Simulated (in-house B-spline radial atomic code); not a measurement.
A calculation on the holmium ion Ho⁷⁺ (with a hole in an inner shell): its settings, and results tabulated from the run. Computed with a B-spline radial code for spherical atoms: Dirac-Hartree-Fock, average of configuration, Fermi nucleus of rms radius 5.2022 fm.

Command:
```bash
python run_scf.py task.json out
```
Settings (nuclear radius in fm, mass in u):
```
Z                67
configuration    2s2 2p6 3s2 3p6 3d10 4s2 4p6 4d10 4f9 5s2 5p5
hamiltonian      dirac
method           hf
spin_polarised   False
nucleus          fermi
rms_radius       5.2022
atomic_mass      164.93033
speed_of_light   137.035999084
```

Output (hartree, bohr):
```
 radial grid: 67 intervals, B-splines of order 8, outer radius 18.8312 bohr

 iter        energy (Eh)    residual
    1       -8374.330094    2.43e+00
    2       -8424.087467    1.78e+00
    3       -8461.012297    3.87e-01
    4       -8463.451648    1.37e-01
    5       -8463.573906    4.36e-02
    6       -8463.602519    1.44e-02
    7       -8463.604865    1.97e-03
    8       -8463.604901    2.91e-04
    9       -8463.604902    2.11e-05
   10       -8463.604902    4.22e-07

 total energy                     -8463.60490
 kinetic                            9104.1551
 electron-nucleus                 -21660.9413
 electron-electron                  4093.1813

 first-order corrections (not in the total)
   Gaunt                             4.2830
   retardation                      -0.3957
   frequency dependence             -0.0111
   self-energy                       1.9347
   Uehling                          -0.2640
   Wichmann-Kroll                    0.0090
   recoil                            0.0206

 orbital      occ     eigenvalue          <r>       <r^2>       <1/r>       r_max    small
 2s1/2      2.000      -371.4763    0.0856297  0.00872548     18.7699      0.0734  1.47e-02
 2p1/2      2.000      -359.1358    0.0706719  0.00618543      18.807     0.05457  1.48e-02
 2p3/2      4.000      -324.2083    0.0778401  0.00737258      16.323     0.06069  1.36e-02
 3s1/2      2.000       -89.5036      0.22256   0.0567561     6.91741      0.2057  4.79e-03
 3p1/2      2.000       -82.6981     0.210921   0.0517845     6.85667       0.192  4.75e-03
 3p3/2      4.000       -75.1936     0.224204   0.0583205     6.22309      0.2046  4.42e-03
 3d3/2      4.000       -61.9435     0.197071   0.0456488     6.11728      0.1611  4.31e-03
 3d5/2      6.000       -60.2659     0.201304   0.0474994     5.95701      0.1647  4.21e-03
 4s1/2      2.000       -22.4031     0.500149    0.282133     2.89265      0.4686  1.54e-03
 4p1/2      2.000       -19.3890     0.505348    0.290363     2.79853      0.4676  1.46e-03
 4p3/2      4.000       -17.6478     0.533503    0.323407     2.59289      0.4933  1.35e-03
 4d3/2      4.000       -12.2006     0.554594     0.35561     2.38929      0.4933  1.18e-03
 4d5/2      6.000       -11.8623     0.564808    0.368602     2.33506       0.502  1.15e-03
 4f5/2      3.857        -5.2211     0.637494    0.493328     1.93669      0.4771  8.26e-04
 4f7/2      5.143        -5.1650     0.643929    0.503263      1.9166      0.4816  8.13e-04
 5s1/2      2.000        -6.1785      1.14317     1.45649     1.16776       1.056  3.68e-04
 5p1/2      1.667        -5.1282      1.21701     1.65704     1.08776       1.114  3.29e-04
 5p3/2      3.333        -4.8187      1.28003     1.83092     1.02172       1.174  3.02e-04
```

Time taken, with all properties: 2.1 s on 1 thread of Arm Neoverse N1, on a shared host.

For the Dirac Hamiltonian the kinetic term is c α·p + (β - 1)c².
